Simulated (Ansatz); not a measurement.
`F[SiH2]C1CO1` + `[OH][GeH3]` → `[GeH3][O]C1CO1` + `F[SiH3]`  (substitution at a C–Si bond)

Isolated molecules relaxed with PBE0-D4/def2-TZVP in Ansatz; ΔE leaves out vibrations. CCSD(T)/CBS adds triple-zeta CCSD(T) − MP2 to the extrapolated MP2 energy (def2 sets, frozen cores). This one scheme is used for every species. DFT in def2-TZVPP. For Ge outer-core shells are correlated without core-valence functions, which leaves a few kJ/mol of doubt a bond. Scalar relativity is left out up to krypton. One conformer a species, not always the lowest.

```json
{"level": "PBE-D4", "ΔE (eV)": "0.46"}
{"level": "ωB97X-V", "ΔE (eV)": "0.42"}
{"level": "PBE", "ΔE (eV)": "0.46"}
{"level": "CCSD/CBS(def2)", "ΔE (eV)": "0.50"}
```

**Question.** What does CCSD(T)/CBS give? (An estimate is asked.)

**Answer.** Computed: +0.51 eV. The listed levels differ from it by -0.05, -0.09, -0.05, -0.01 eV.

Largest T1 diagnostic among the species: 0.012.

In def2-TZVPP, CCSD(T) changes the Hartree–Fock value by +0.11 eV (the triples alone add +0.00 eV) and MP2 by +0.16 eV.
